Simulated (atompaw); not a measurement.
**Scattering properties, PAW (atompaw) potential for zinc (Zn)**

* Element: zinc (Zn)
* Generator: atompaw 4.2.0.5
* Type: PAW
* Functional: PBE
* Relativity: scalar-relativistic
* Frozen core: [Ne]
* Valence charge: 20
* Reference configuration: 3s2 3p6 3d10 4s2 4p0
* Partial waves: 3s (bound): rc 0.95 bohr; 4s (bound): rc 0.95 bohr; 3p (bound): rc 0.85 bohr; 4p (bound, empty): rc 1.50 bohr; 3d (bound): rc 1.50 bohr; 3d channel at -0.45 Ry: rc 1.50 bohr
* Local potential: bessel scheme, radius 1.45 bohr
* Core correction: smooth core density matched at 0.80 bohr
* Augmentation charge: sinc compensation charge, radius 1.25 bohr; PAW radius 1.50 bohr; waves and projectors: custom polynom vanderbiltortho

The phase is arctan(r·u′/u) with u = r·R(r), unwrapped; energies in Ry, scanned from -11 to 5 Ry. A pole is an energy at which the radial function vanishes at the test radius. The pseudo phase is shifted by a multiple of π to meet the all-electron one at the reference energy, and phase errors are pseudo minus all-electron; the curves can meet again beyond the range given. Levels narrower than the energy grid can be missing from the lists of poles.

Problem. For each channel, where are the poles, and over which energies does the pseudopotential scatter like the atom?

Solution.

```json
{"channel": "s", "radius (bohr)": "1.50", "reference energy (Ry)": "-0.44", "poles, all-electron": "-9.26", "poles, pseudo": "-9.26", "unbroken range about the reference energy with phases within 0.05 rad": "the whole range", "phase error 1 Ry above the reference energy (rad)": "-0.000"}
{"channel": "p", "radius (bohr)": "1.50", "reference energy (Ry)": "-0.08", "poles, all-electron": "-5.76", "poles, pseudo": "-5.76", "unbroken range about the reference energy with phases within 0.05 rad": "the whole range", "phase error 1 Ry above the reference energy (rad)": "-0.000"}
{"channel": "d", "radius (bohr)": "1.50", "reference energy (Ry)": "-0.75", "poles, all-electron": "0.06", "poles, pseudo": "0.06", "unbroken range about the reference energy with phases within 0.05 rad": "below 4.9", "phase error 1 Ry above the reference energy (rad)": "+0.000"}
```

Phases in the d channel:

```tsv
E (Ry)	all-electron	pseudo
-11.00	1.374	1.375
-10.76	1.372	1.372
-10.52	1.369	1.370
-10.28	1.367	1.368
-10.04	1.365	1.365
-9.80	1.362	1.363
-9.56	1.360	1.360
-9.32	1.357	1.358
-9.08	1.354	1.355
-8.84	1.351	1.352
-8.60	1.348	1.349
-8.36	1.345	1.346
-8.12	1.342	1.342
-7.88	1.338	1.339
-7.64	1.334	1.335
-7.40	1.331	1.331
-7.16	1.326	1.327
-6.92	1.322	1.323
-6.68	1.317	1.318
-6.44	1.313	1.313
-6.20	1.307	1.308
-5.96	1.302	1.302
-5.72	1.296	1.296
-5.48	1.289	1.290
-5.24	1.282	1.283
-5.00	1.275	1.275
-4.76	1.266	1.267
-4.52	1.257	1.258
-4.28	1.247	1.247
-4.04	1.235	1.236
-3.80	1.222	1.222
-3.56	1.207	1.207
-3.32	1.189	1.190
-3.08	1.168	1.168
-2.84	1.142	1.143
-2.60	1.110	1.110
-2.36	1.067	1.068
-2.12	1.010	1.010
-1.88	0.924	0.924
-1.64	0.788	0.788
-1.40	0.542	0.542
-1.16	0.070	0.070
-0.92	-0.601	-0.601
-0.68	-1.083	-1.083
-0.44	-1.335	-1.335
-0.20	-1.476	-1.476
0.04	-1.565	-1.565
0.28	-1.627	-1.627
0.52	-1.675	-1.675
0.76	-1.713	-1.713
1.00	-1.746	-1.745
1.24	-1.775	-1.774
1.48	-1.801	-1.801
1.72	-1.827	-1.826
1.96	-1.852	-1.851
2.20	-1.877	-1.875
2.44	-1.903	-1.901
2.68	-1.930	-1.927
2.92	-1.959	-1.955
3.16	-1.991	-1.985
3.40	-2.026	-2.018
3.64	-2.065	-2.054
3.88	-2.109	-2.095
4.12	-2.160	-2.142
4.36	-2.219	-2.195
4.60	-2.290	-2.257
4.84	-2.374	-2.329
```
